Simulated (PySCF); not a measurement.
BeFI, SMILES [F][Be][I].

Geometry: PBE-D3(BJ)/def2-TZVP. The def2 effective core potentials stand for the cores of I; spin–orbit coupling is left out.

These are TDDFT-CAM-B3LYP/def2-TZVPD in PySCF values and carry that method's errors.

Vertical excitations; the highest root listed may be one member of a degenerate set. Gas-phase values at a fixed geometry. State labels are in the subgroup C2v.

Estimate the UV-visible absorptions. (The exact figures need the calculation; the answer reports its results.)


```json
[
 {"state": "S1", "symmetry": "B2", "energy (eV)": "6.16", "λ (nm)": "201", "f": "0.063", "main pairs": "HOMO→LUMO (degenerate set)"},
 {"state": "S2", "symmetry": "B1", "energy (eV)": "6.16", "λ (nm)": "201", "f": "0.063", "main pairs": "HOMO−1→LUMO (degenerate set)"},
 {"state": "S3", "symmetry": "A2", "energy (eV)": "6.61", "λ (nm)": "188", "f": "0.000", "main pairs": "HOMO−1→LUMO+2 44 %, HOMO→LUMO+1 44 %"},
 {"state": "S4", "symmetry": "A1", "energy (eV)": "6.68", "λ (nm)": "186", "f": "0.000", "main pairs": "HOMO−1→LUMO+1, HOMO→LUMO+2 (degenerate set)"},
 {"state": "S5", "symmetry": "A2", "energy (eV)": "6.68", "λ (nm)": "186", "f": "0.000", "main pairs": "HOMO→LUMO+1, HOMO−1→LUMO+2 (degenerate set)"},
 {"state": "S6", "symmetry": "A1", "energy (eV)": "7.30", "λ (nm)": "170", "f": "0.088", "main pairs": "HOMO→LUMO+2 35 %, HOMO−1→LUMO+1 35 %, HOMO−2→LUMO 18 %, HOMO−2→LUMO+7 5 %"},
 {"state": "S7", "symmetry": "B2", "energy (eV)": "7.90", "λ (nm)": "157", "f": "0.062", "main pairs": "HOMO→LUMO+3, HOMO→LUMO+7, HOMO→LUMO+6 (degenerate set)"},
 {"state": "S8", "symmetry": "B1", "energy (eV)": "7.90", "λ (nm)": "157", "f": "0.062", "main pairs": "HOMO−1→LUMO+3, HOMO−1→LUMO+7, HOMO−1→LUMO+6 (degenerate set)"},
 {"state": "S9", "symmetry": "B2", "energy (eV)": "8.02", "λ (nm)": "155", "f": "0.018", "main pairs": "HOMO→LUMO+6, HOMO→LUMO+3, HOMO→LUMO+7 (degenerate set)"},
 {"state": "S10", "symmetry": "B1", "energy (eV)": "8.02", "λ (nm)": "155", "f": "0.018", "main pairs": "HOMO−1→LUMO+6, HOMO−1→LUMO+3, HOMO−1→LUMO+7 (degenerate set)"},
 {"state": "T1", "symmetry": "B1", "energy (eV)": "5.85", "λ (nm)": "212", "f": "0", "main pairs": "HOMO−1→LUMO (degenerate set)"},
 {"state": "T2", "symmetry": "B2", "energy (eV)": "5.85", "λ (nm)": "212", "f": "0", "main pairs": "HOMO→LUMO (degenerate set)"},
 {"state": "T3", "symmetry": "A1", "energy (eV)": "6.16", "λ (nm)": "201", "f": "0", "main pairs": "HOMO−1→LUMO+1 41 %, HOMO→LUMO+2 41 %"},
 {"state": "T4", "symmetry": "A1", "energy (eV)": "6.37", "λ (nm)": "195", "f": "0", "main pairs": "HOMO→LUMO+2 43 %, HOMO−1→LUMO+1 43 %"}
]
```
Triplets are in the Tamm–Dancoff approximation, which puts them higher than full response would, so one can lie above its singlet here.
